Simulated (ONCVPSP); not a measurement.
**An all-electron radial function and its pseudo partner (Pd)**

Columns: radius, all-electron u(r) and pseudo u(r) of the 4p shell (level -54.57 eV) of palladium in the configuration [Ar] 3d10 4s2 4p6 4d9 5s1; LDA (Perdew-Zunger), scalar-relativistic, ONCV scheme, ONCVPSP 4.0.1.

```
r (bohr)  all-electron  pseudo
   0.093        0.3399  0.0246
   0.185       -0.3080  0.0963
   0.278       -0.6066  0.2127
   0.370       -0.4010  0.3632
   0.463        0.0266  0.5371
   0.555        0.4514  0.7123
   0.648        0.7837  0.8716
   0.740        0.9933  0.9934
   0.833        1.0972  1.0679
   0.925        1.1183  1.0902
   1.018        1.0827  1.0654
   1.110        1.0127  1.0051
   1.203        0.9232  0.9209
   1.295        0.8273  0.8269
   1.388        0.7304  0.7303
   1.480        0.6391  0.6390
   1.573        0.5538  0.5537
   1.665        0.4776  0.4775
   1.758        0.4090  0.4090
   1.850        0.3495  0.3495
   1.943        0.2971  0.2971
   2.035        0.2523  0.2523
   2.128        0.2134  0.2133
   2.220        0.1804  0.1804
   2.313        0.1520  0.1520
   2.405        0.1282  0.1282
```

**Question.** How many radial nodes do the two functions have?

**Answer.** The all-electron 4p function has n − l − 1 = 2; the pseudo-wave has 0, since the states of the same l below it are removed with the core.

**Question.** At about which radius was the pseudo-wave matched?

**Answer.** 1.40 bohr. The columns agree to 0.0005 from 1.29 bohr on; several derivatives are matched, so the curves merge somewhat inside the radius.

**Question.** Is the pseudo-wave norm-conserving?

**Answer.** Yes: the ONCV scheme keeps the norm inside the radius equal to the all-electron one, which fixes the energy derivative of the logarithmic derivative at the level.
